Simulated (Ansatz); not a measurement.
System: AlI₂, net charge 0, doublet state. SMILES: [I][Al][I]
Geometry: optimised at B3LYP-D3(BJ)/def2-TZVP (Ansatz, a first-principles code).

Wanted: atomisation energy, in kcal/mol. Set-up: def2 sets with scalar-relativistic core potentials past Kr; open shells spin-unrestricted; dispersion terms only where a functional's name holds one; atomisation electronic, to ground-state atoms; no spin-orbit coupling; STO-3G and 3-21G all-electron and non-relativistic. Ab initio and DFT rows: single points at B3LYP-D3(BJ) geometries (Ansatz). The spin state of an ion or metal species was assumed, not searched.

```csv
species,coefficient,"E at B3LYP/STO-3G (Ansatz), Eh","E at wB97M-V/def2-TZVPD (Ansatz), Eh"
[I][Al][I],-1,-13945.26668,-837.88958
Al atom,+1,-239.32624,-242.34758
I atom,+2,-6852.80283,-297.66509
```

 1 Eh = 627.5095 kcal/mol.

Problem. Compute it at each level from the table.

Solution. 
- B3LYP/STO-3G: the sum of coefficient times E is 0.33478 Eh, or 210.08 kcal/mol. Result: 210.1 kcal/mol.
- wB97M-V/def2-TZVPD: the sum of coefficient times E is 0.21182 Eh, or 132.92 kcal/mol. Result: 132.9 kcal/mol.
